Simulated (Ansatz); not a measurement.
Species: F₄Ge, SMILES `[F][Ge]([F])([F])[F]` (charge 0, multiplicity 1), formula F4Ge.

Problem. How many basis functions does frozen-core CCSD(T)/cc-pVTZ // r2SCAN-D4/def2-TZVP in Ansatz (a program for electronic structure) use, how many core orbitals are frozen, and how many electrons are correlated?

Solution. 163 basis functions and 13 frozen orbitals, which leaves 42 correlated electrons (filled d shells below the valence shell are correlated). Core time is of the order of seconds.
